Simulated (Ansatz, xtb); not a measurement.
# F2HOSi2−: which of two isomers lies lower

We compare a, `F[Si-]1O[Si@@H]1F`, a singlet, with b, `F[Si]1(F)O[SiH-]1`, a singlet. Both are isolated ions in the gas phase, relaxed with PBE0-D3(BJ)/def2-SVPD.

Quicker runs give these differences E(b) − E(a): GFN2-xTB +10.07 kcal/mol; HF/STO-3G +2.66 kcal/mol (at GFN2-xTB geometries); r2SCAN-D4/def2-SVPD +4.11 kcal/mol (at GFN2-xTB geometries).

**Question.** Estimate E(b) − E(a) at the level CCSD(T)/def2-SVPD + ΔMP2/def2-TZVPPD.

**Answer.** Too close to call at this level: CCSD(T)/def2-SVPD + ΔMP2/def2-TZVPPD gives E(b) − E(a) = +0.97 kcal/mol.

Level by level:

```csv
level,geometry,E(b) − E(a) (kcal/mol),departure from the last row (kcal/mol),"job, with rough time for the two"
GFN2-xTB,GFN2-xTB,+10.07,+9.10,"optimisation, 0.13 s"
HF/STO-3G,GFN2-xTB,+2.66,+1.69,"single point, 0.24 s"
r2SCAN-D4/def2-SVPD,GFN2-xTB,+4.11,+3.14,"single point, 2.6 s"
PBE0-D3(BJ)/def2-SVPD,PBE0-D3(BJ)/def2-SVPD,+3.16,+2.19,"optimisation, 30 s"
HF/def2-SVPD,PBE0-D3(BJ)/def2-SVPD,+1.69,+0.71,part of the CCSD(T) run
MP2/def2-SVPD,PBE0-D3(BJ)/def2-SVPD,+2.57,+1.60,part of the CCSD(T) run
CCSD(T)/def2-SVPD,PBE0-D3(BJ)/def2-SVPD,+2.87,+1.90,single point
CCSD(T)/def2-SVPD + ΔMP2/def2-TZVPPD,PBE0-D3(BJ)/def2-SVPD,+0.97,,"single point, 30 s"
```

As drawn, both hold the same kinds of bond in the same numbers.

The largest departure from CCSD(T)/def2-SVPD + ΔMP2/def2-TZVPPD is that of GFN2-xTB, 9.10 kcal/mol. The last row adds to CCSD(T) the change of the MP2 difference between the two basis sets, here −1.90 kcal/mol.

With harmonic frequencies from PBE0-D3(BJ)/def2-SVPD (ideal gas, rigid rotor, one conformer each, 298.15 K, 1 atm): on the last row, ΔE + ΔZPE = +0.87, ΔH = +0.76, ΔG = +1.10 kcal/mol.

The correlated steps freeze 13 core orbitals. Codes used: Ansatz 0.2.0, xtb 6.7.1; the last row on 2 threads of Intel(R) Xeon(R) 6975P-C (Granite Rapids) on a shared host.
